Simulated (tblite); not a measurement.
C₈H₅OP.
Bonds: C1–C2 (triple), C2–C3, C3–C4 (aromatic), C4–C5 (aromatic), C5–P6 (aromatic), P6–C7 (aromatic), C7–C8, C8–O9 (double), C7–C10 (aromatic), C3–C10 (aromatic). Hydrogens: H11 on C1; H12 on C4; H13 on C5; H14 on C8; H15 on C10.

Structure optimised with GFN2-xTB, isolated species.

Task: List the bond lengths, angles and torsions at this level.

Result: 
| bond | length (pm) |
| --- | --- |
| C1≡C2 | 120.1 |
| C2–C3 | 141.5 |
| C3–C4 | 140.1 |
| C4–C5 | 137.4 |
| C5–P6 | 173.8 |
| P6–C7 | 175.2 |
| C7–C8 | 146.6 |
| C8=O9 | 120.4 |
| C7–C10 | 138.8 |
| C3–C10 | 139.0 |
| C1–H11 | 104.9 |
| C4–H12 | 108.3 |
| C5–H13 | 108.4 |
| C8–H14 | 111.0 |
| C10–H15 | 108.3 |

A selection of angles:
| angle | degrees |
| --- | --- |
| C2–C1–H11 | 179.8 |
| C1–C2–C3 | 179.8 |
| C2–C3–C4 | 119.1 |
| C2–C3–C10 | 119.1 |
| C4–C3–C10 | 121.8 |
| C3–C4–C5 | 123.7 |
| C3–C4–H12 | 117.5 |
| C5–C4–H12 | 118.9 |
| C4–C5–P6 | 126.0 |
| C4–C5–H13 | 118.0 |
| P6–C5–H13 | 116.0 |
| C5–P6–C7 | 99.6 |
| P6–C7–C8 | 116.1 |
| P6–C7–C10 | 125.0 |
| C8–C7–C10 | 118.9 |
| C7–C8–O9 | 125.6 |
| C7–C8–H14 | 113.1 |
| O9–C8–H14 | 121.3 |
| C7–C10–H15 | 117.1 |
| C3–C10–C7 | 123.9 |
| C3–C10–H15 | 118.9 |

Dihedral angles: P6–C7–C8–O9 180° (antiperiplanar).

The 6-membered ring C3–C4–C5–P6–C7–C10 has internal angles of 99.6° to 126.0°; it is planar, 0.00 Å rms from its mean plane, widest ring torsion 0°. P6 (phosphorus bonded to 2 C) is bent (angle 99.6°). The 10 heavy atoms lie in one plane (0.001 Å rms). Of the pairs four or more bonds apart, O9···H15 is among the closest relative to their van der Waals radii: 2.50 Å, 92 % of the sum of Bondi's values. The 7 C–C bonds span 1.201 Å (C1≡C2, drawn triple) to 1.466 Å (C7–C8, drawn single), a spread of 0.265 Å.

Point group: Cs (every atom within 0.08 Å of its image). Its GFN2-xTB frequencies are all real (lowest 85 cm⁻¹). One conformer, not necessarily the lowest.

The numbers are calculated, not measured.
